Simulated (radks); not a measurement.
Results of a calculation; reference values are marked as such.
Q: These are the eigenvalues of the occupied orbitals of an atom or ion with whole-number occupations (hartree). Level of theory: non-relativistic Kohn-Sham, PBE, spin-polarised, spherical densities, point nucleus (a radial shooting solver on a logarithmic mesh with Libxc functionals).

1s up: -47.66455

Which element is it, and in what charge state? The configuration may be excited. Open shells, if any, are filled with parallel spins first.

A: Z = 10, neon, charge +9: Ne9+ in 1s1. The 1s level, -47.665 hartree, gives Z - s = 9.8 by -(Z - s)^2/2, which with screening narrows Z to a few neighbours, and with so few levels the electron count can be read from the list.
